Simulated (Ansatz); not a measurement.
Geometry optimisation, RHF/6-31G* in Ansatz.

Input:

```yaml
crystal:
  periodic: [false, false, false]
  atoms:
    - { symbol: B, position_ang: [0.0, 0.0, 0.0] }
    - { symbol: "N", position_ang: [0.0, 0.0, 1.9] }
    - { symbol: H, position_ang: [-0.877, -0.2713, 2.43] }
    - { symbol: H, position_ang: [0.877, 0.2713, 2.43] }
    - { symbol: F, position_ang: [1.1431, 0.0, -0.66] }
    - { symbol: C, position_ang: [-1.3856, 0.0, -0.8] }
    - { symbol: H, position_ang: [-1.9458, -0.9305, -0.5708] }
    - { symbol: H, position_ang: [-1.9898, 0.8797, -0.4946] }
    - { symbol: H, position_ang: [-1.1839, 0.0508, -1.8903] }
    - { symbol: F, position_ang: [0.3407, -1.4991, 0.5108] }
    - { symbol: H, position_ang: [0.2402, -1.057, 1.5229] }
basis:
  gaussian: { orbitals: "6-31G*" }
hamiltonian:
  xc: hf
relax:
  f_tol: 0.15
  max_steps: 25
  restrain:
    - { distance: [0, 9], at: 2.52, k: 30.0 }
    - { distance: [10, 1], at: 2.26, k: 30.0 }
    - { distance: [0, 1], at: 1.55, k: 30.0 }
    - { distance: [10, 9], at: 0.92, k: 30.0 }
```

Run as:

```bash
$ ansatz run input.yaml --threads 2 --pin off --max-ram 3072MiB --backend cpu --events-out ev --progress --plain --runs-dir out
```

**Question.** Where does it end, and by what steps?

**Answer.** It converged. The restraints hold the end off the free minimum. After 11 steps the energy has fallen by 3.145 eV (the restraints' own energy left out); H11 moved furthest, 0.99 Å. Parted: B1–F10 (1.62 → 2.53 Å), N2–H11 (1.15 → 2.25 Å).

```csv
step,energy less start (eV),largest force component (eV/Å),accepted
0,0.0000,4.507,yes
1,-0.3518,2.483,yes
2,-0.7857,2.458,yes
3,-1.6130,2.369,yes
4,-2.7440,1.839,yes
5,-2.8631,1.927,yes
6,-2.9312,2.430,yes
7,-3.1012,2.178,yes
8,-3.1403,2.051,yes
9,-2.8347,4.158,no
10,-3.1469,1.941,yes
11,-3.1453,2.044,yes
```

```xyz
11
Properties=species:S:1:pos:R:3
B -0.066 0.202 0.236
N -0.083 0.161 1.720
H -0.948 0.198 2.215
H 0.671 0.579 2.222
F 1.105 0.508 -0.310
C -1.362 0.029 -0.642
H -2.046 -0.703 -0.224
H -1.897 0.975 -0.708
H -1.112 -0.279 -1.650
F 0.494 -2.264 0.326
H 0.463 -1.962 1.192
```

The run took 16 s on 2 threads of Intel(R) Xeon(R) Platinum 8223CL CPU @ 3.00GHz (Skylake/Cascade Lake) (shared host), peak memory 0.17 GiB.
